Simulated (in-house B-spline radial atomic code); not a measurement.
Results of a calculation; reference values are marked as such.
**Making a Troullier-Martins p channel for Si, r_c = 0.73 bohr**

Si, [Ne] 3s2 3p2, non-relativistic LDA (VWN5), spherical and spin-unpolarised, from an all-electron radial atomic-structure program (B-spline basis) (atomic units). The all-electron 2p level is ε = -3.514938 hartree and its outer maximum at 0.39 bohr.

Inside r_c the pseudo-orbital is u(r) = r^2 exp(p(r)), with p = c0 + c2 r² + c4 r⁴ + … + c12 r¹². The seven coefficients follow from p and its first four derivatives at r_c, from zero curvature of the screened potential at the origin, c4 = −c2²/(2l + 5), and from the norm inside r_c. At r_c the all-electron orbital has P = 0.9115857, P' = -1.532591, the screened potential V = -5.08237, V' = 12.60672, V'' = -46.33894, and the norm inside is Q = 0.7908735.

(1) What are p, p' and p'' at r_c?

For a trial c2 the five matching conditions are linear in c0, c6, c8, c10 and c12, and c2 is varied until the norm inside r_c equals Q. The root nearest zero gives:

```
 n        c_n
 0   3.335053
 2   -7.35474
 4  -7.727457
 6   69.01706
 8  -153.4136
10   153.7933
12  -59.65871
```

(2) Check c4 and p(r_c), and find the screened pseudopotential at the origin.

Orbitals and screened potentials:

| r (bohr) | P | u | V all-electron | V pseudo |
| --- | --- | --- | --- | --- |
| 0.073 | 0.2813 | 0.1439 | -156.7 | -40.22 |
| 0.182 | 0.893 | 0.7245 | -48.64 | -38.17 |
| 0.292 | 1.233 | 1.252 | -24.29 | -30.03 |
| 0.402 | 1.306 | 1.384 | -14.47 | -17.5 |
| 0.511 | 1.227 | 1.256 | -9.583 | -8.345 |
| 0.62 | 1.08 | 1.082 | -6.813 | -5.801 |
| 0.73 | 0.9116 | 0.9116 | -5.082 | -5.082 |

Logarithmic derivatives P'/P at R = 1.03 bohr, for energies E around ε:

```tsv
E − ε (hartree)	all-electron	pseudo
-0.5	0.0491202	0.0538739
-0.25	-0.765751	-0.763752
-0.1	-1.47796	-1.47749
0	-2.11224	-2.11224
0.1	-2.94863	-2.94777
0.25	-4.8777	-4.8678
0.5	-14.4242	-14.2135
```

(3) With P(R) = 0.5111531 and a norm of 0.941746 inside R, what slope in energy does norm conservation fix?

## Answers

(1) p = ln(P/r_c^2) = ln(0.9115857/0.5329) = 0.53685. p' = P'/P − 2/r_c = -1.68124 − 2.73973 = -4.42096. The radial equation gives p'' = 2(V − ε) − 2(2) p'/r_c − p'² = -3.13486 − (-24.22445) − 19.54491 = 1.54468. Differentiating, p''' = 2V' + 2(2)p'/r_c² − 2(2)p''/r_c − 2p'p'' = -2.7768, and p'''' = 2V'' − 4(2)p'/r_c³ + 4(2)p''/r_c² − 2(2)p'''/r_c − 2p''² − 2p'p''' = 7.3177.

(2) −c2²/7 = -7.72746, as listed. The terms c_n r_c^n are 3.33505, -3.91934, -2.19446, 10.44464, -12.37220, 6.60946, -1.36631, which sum to 0.53685. Inverting the radial equation, V_l(r) = ε + 2 p'/r + (p'' + p'²)/2, so V_l(0) = ε + (2l + 3) c2 = -3.514938 + 5 × (-7.35474) = -40.2886 hartree, finite where the all-electron potential diverges.

(3) d(P'/P)/dE = −2 × (norm inside R)/P(R)² = -7.2088 per hartree·bohr at E = ε, for both atoms, since orbital and norm agree at R. Differences over ±0.1 hartree give -7.3534 (all-electron) and -7.3514 (pseudo), which also hold third-order terms. Half a hartree below ε the two curves differ by +0.0048.
